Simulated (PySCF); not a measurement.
**Computed structure and properties of [PbF3(NH3)]−**

System: [PbF3(NH3)]− (singlet); start: template (C3v). Method: PySCF 2.14.0, RKS PBE0, Pb def2-SVP with ECP60, F def2-SVP, N def2-SVP, H def2-SVP; non-relativistic Hamiltonian with scalar-relativistic core potentials where named; density fitting; no spin-orbit coupling.

Input of the relaxation:

```python
mol = gto.M(atom='''
Pb     0.00865    -0.00865     0.00865
F      1.20525     1.18795     1.20525
F     -1.18795    -1.20525     1.20525
F      1.20525    -1.20525    -1.18795
N     -1.42895     1.42895    -1.42895
H     -2.04215     2.04215    -0.89185
H     -0.89185     2.04215    -2.04215
H     -2.04215     0.89185    -2.04215''',
    basis={'Pb': 'def2-SVP', 'F': 'def2-SVP', 'N': 'def2-SVP', 'H': 'def2-SVP'},
    ecp={'Pb': 'def2-SVP'},
    charge=-1, spin=0)
mf = dft.RKS(mol, xc='PBE0')
mf.grids.atom_grid = (50, 194)
mf = mf.density_fit()  # fitting sets: Pb def2-universal-JKFIT, F def2-universal-JKFIT, N def2-universal-JKFIT, H def2-universal-JKFIT
mf.conv_tol = 1e-08; mf.max_cycle = 55
mf.kernel(dm0)  # dm0: converged density of the start geometry
# quasi-Newton relaxation in Cartesian coordinates to a largest gradient under 0.00045 Eh/bohr, steps kept in the point group
```

Run from Python with OMP_NUM_THREADS=2; the lines above give its settings. Where DIIS fails, smearing, a level shift and second-order steps follow.
It took 4.3 min on 2 threads of Intel(R) Xeon(R) Processor @ 2.50GHz (Skylake/Cascade Lake), with other jobs on the host, from the converged density of the start.

Course of the relaxation:

```csv
step,energy above end (eV),largest force component within the symmetry (eV/Å)
0,1.4307,1.355
1,0.8487,0.850
2,0.6648,0.537
3,0.5037,0.388
4,0.3582,0.268
5,0.2330,0.183
6,0.1386,0.143
7,0.0955,0.103
20,0.0300,0.030
21,0.0241,0.032
22,0.0181,0.033
23,0.0115,0.008
24,0.0055,0.009
25,0.0000,0.006
```
(The steps between are left out.)

Relaxed geometry (C3v):

```xyz
8

Pb    1.3608   -1.3608    1.3608
F     2.7345   -0.5301    2.7345
F     0.5301   -2.7345    2.7345
F     2.7345   -2.7345    0.5301
N    -2.9612    2.9612   -2.9612
H    -3.5739    3.5739   -2.4247
H    -2.4247    3.5739   -3.5739
H    -3.5739    2.4247   -3.5739
```

```json
{"contact": "Pb1–F2 (F)", "Å": "2.113"}
{"contact": "Pb1–F3 (F)", "Å": "2.113"}
{"contact": "Pb1–F4 (F)", "Å": "2.113"}
{"contact": "Pb1–N5 (NH3)", "Å": "7.486"}
```

Some metal–ligand contacts ended over 25 % longer than in the template from which the work began, so those ligands are loosely bound or lost.

On the finer grid (75, 302):

```json
{"HOMO": "-2.12 eV", "LUMO": "3.37 eV", "Dipole about the centre of mass": "9.42 D", "Set of Mulliken populations of Pb1 outside the core potential": "s 3.89, p 7.22, d 10.20", "D3(BJ) dispersion energy (not in the energies)": "-0.061 eV"}
```

```json
{"atom": "Pb1", "Mulliken (e)": "0.69", "Löwdin (e)": "0.41", "spin (e)": "0.00"}
{"atom": "F2", "Mulliken (e)": "-0.56", "Löwdin (e)": "-0.47", "spin (e)": "0.00"}
{"atom": "F3", "Mulliken (e)": "-0.56", "Löwdin (e)": "-0.47", "spin (e)": "0.00"}
{"atom": "F4", "Mulliken (e)": "-0.56", "Löwdin (e)": "-0.47", "spin (e)": "0.00"}
{"atom": "N5", "Mulliken (e)": "-0.27", "Löwdin (e)": "-0.16", "spin (e)": "0.00"}
{"atom": "H6", "Mulliken (e)": "0.09", "Löwdin (e)": "0.05", "spin (e)": "0.00"}
{"atom": "H7", "Mulliken (e)": "0.09", "Löwdin (e)": "0.05", "spin (e)": "0.00"}
{"atom": "H8", "Mulliken (e)": "0.09", "Löwdin (e)": "0.05", "spin (e)": "0.00"}
```

On the grid (50, 194), as all that follows. Harmonic modes: 4 unstable but soft, so probably a saddle point, though modes this soft are near the noise (counted below −25 cm⁻¹); lowest -43 cm⁻¹ (negative: unstable), highest 3638 cm⁻¹, zero-point energy 1.062 eV.

Taking off one F (charge -1, singlet; the rest: singlet) in vacuum, both parts rigid, costs 4.51 eV; the small basis without counterpoise inflates it.

Rigid scan of F along the line from its metal:

```json
{"distance to F2 (Å)": "1.81", "energy (eV)": "1.135"}
{"distance to F2 (Å)": "1.91", "energy (eV)": "0.420"}
{"distance to F2 (Å)": "2.01", "energy (eV)": "0.088"}
{"distance to F2 (Å)": "2.11", "energy (eV)": "0.000"}
{"distance to F2 (Å)": "2.21", "energy (eV)": "0.063"}
{"distance to F2 (Å)": "2.31", "energy (eV)": "0.217"}
{"distance to F2 (Å)": "2.51", "energy (eV)": "0.646"}
{"distance to F2 (Å)": "2.81", "energy (eV)": "1.331"}
{"distance to F2 (Å)": "3.21", "energy (eV)": "2.088"}
{"distance to F2 (Å)": "3.71", "energy (eV)": "2.747"}
```

Taking off one NH3 (charge 0, singlet; the rest: singlet) in vacuum, both parts rigid, costs -0.07 eV; the small basis without counterpoise inflates it.

Rigid scan of NH3 along the line from its metal:

| distance to N5 (Å) | energy (eV) |
| --- | --- |
| 7.19 | 0.005 |
| 7.29 | 0.003 |
| 7.39 | 0.002 |
| 7.49 | 0.000 |
| 7.59 | -0.001 |
| 7.69 | -0.003 |
| 7.89 | -0.006 |
| 8.19 | -0.009 |
| 8.59 | -0.014 |
| 9.09 | -0.019 |

One start shape was tried, so this needn't be the lowest isomer.
